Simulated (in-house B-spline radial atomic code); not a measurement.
Values are calculated unless marked as measured or tabulated.
**Quantum size effects in thin Mg films (jellium)**

The positive ions are smeared into a uniform slab; the electrons are solved self-consistently in the LDA (PW92) on a fine grid across the film. Stabilised jellium adds, inside the slab, the constant potential −n de/dn that makes the bulk stable at the metal's density. No lattice, so no dependence on crystal face. Atomic units unless named. The table is for plain jellium.

Mg: 2 valence electrons per atom, density 1.74 g/cm³, mass 24.3 u, so r_s = 2.65 bohr.

| thickness (nm) | in Fermi wavelengths | filled subbands | work function (eV) | surface energy (J/m²) |
| --- | --- | --- | --- | --- |
| 0.516 | 1.125 | 3 | 3.592 | 0.192 |
| 0.574 | 1.249 | 3 | 3.688 | 0.178 |
| 0.631 | 1.375 | 3 | 3.558 | 0.150 |
| 0.688 | 1.500 | 3 | 3.288 | 0.158 |
| 0.746 | 1.625 | 4 | 3.567 | 0.184 |
| 0.803 | 1.750 | 4 | 3.639 | 0.173 |
| 0.861 | 1.875 | 4 | 3.551 | 0.155 |
| 0.918 | 2.000 | 4 | 3.364 | 0.161 |
| 0.976 | 2.125 | 5 | 3.553 | 0.179 |
| 1.033 | 2.250 | 5 | 3.609 | 0.171 |
| 1.091 | 2.376 | 5 | 3.546 | 0.158 |
| 1.148 | 2.500 | 5 | 3.408 | 0.163 |
| 1.205 | 2.625 | 6 | 3.544 | 0.176 |

(1) At what steps in thickness do new subbands fill, and why?

(2) How large is the oscillation of the work function here?

(3) The film of 10.84 bohr has subband bottoms at -10.049, -7.934, -4.97 eV, measured from the vacuum level. Show that these levels and neutrality give the work function in the table.

Answers

(1) λ_F = 2π/k_F = 8.676 bohr = 0.459 nm. New subbands appear by 1.625, 2.125, 2.625 λ_F, each within the grid step of 1/8 λ_F; the true step is half a wavelength (0.230 nm), since a level crosses E_F each time one more half wave at k_F fits across the film.

(2) It runs from 3.288 to 3.688 eV over the table, 0.40 eV within the first four rows and 0.20 eV within the last four, about a thick-film value of 3.53 eV. The grid can skip the cusp where a subband opens, so the true swing can be larger; measurement on the bulk metal gives 3.66 eV.

(3) Each subband holds (E_F − ε_j)/π electrons per bohr², spin included. Neutrality needs n L = 0.012828 × 10.84 = 0.13906, and π n L × 27.2114 = 11.888 eV. So E_F = (π n L + Σ ε_j)/3 = (11.888 + (-22.953))/3 = -3.688 eV, and the work function is 3.688 eV.
